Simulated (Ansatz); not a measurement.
Total energies of CH$_{7}$NSSi, SMILES `CN[SiH2]S`.

Z-matrix (Å, degrees):
```
C
N 1 1.446
H 1 1.097 2 113.2
H 1 1.094 2 111.1 3 121.9
H 1 1.092 2 109.5 3 -119.8
Si 2 1.704 1 125.4 3 97.1
H 2 1.008 1 114.4 3 -66.9
S 6 2.140 2 106.6 1 151.2
H 6 1.492 2 117.6 1 -90.8
H 6 1.486 2 105.7 1 29.8
H 8 1.343 6 94.1 2 139.0
```

Charge 0, multiplicity 1. All single points use the PBE0-D4/def2-TZVP geometry. It is one conformer, not always the lowest. Basis def2-TZVPP, Ansatz.

RPA on PBE orbitals: Hartree–Fock energy of these orbitals -782.91867 Eh, correlation -1.19309 Eh (frozen core).

| functional | energy without D4 (Eh) | D4 term (kJ/mol) |
| --- | --- | --- |
| LDA (SPW92) | -781.47005 | – |
| PBE | -784.40746 | -22.2 |
| BLYP | -784.80402 | -48.8 |
| r2SCAN | -784.74930 | -5.5 |
| B97M-V | -784.67724 | – |
| r2SCANh | -784.74226 | -5.8 |
| r2SCAN0 | -784.73265 | -6.4 |
| BHLYP | -784.80137 | -27.4 |
| ωB97M-V | -784.76419 | – |
| B2PLYP | -784.52826 | – |

(1) Give the same for revPBE, PBE0, B3LYP, HSE06 (plane-wave form), CAM-B3LYP, LC-ωPBE, ωB97X-V, PBE-QIDH. (An estimate is asked.)

B3LYP takes the VWN-RPA correlation (the form of Gaussian; ORCA's B3LYP/G). HSE06 is the plane-wave form, built on full-range PBE exchange. The double hybrids freeze the cores in their second-order part.

Results:

(1) The calculation gave: 
```tsv
functional	energy without D4 (Eh)	D4 term (kJ/mol)
revPBE	-784.69393	-67.9
PBE0	-784.48428	-18.7
B3LYP	-784.90700	-35.8
HSE06 (plane-wave form)	-784.46454	-17.5
CAM-B3LYP	-784.82949	-19.0
LC-ωPBE	-784.60264	–
ωB97X-V	-784.72723	–
PBE-QIDH	-784.30341	–
```

LC-ωPBE has ω = 0.4 bohr⁻¹.
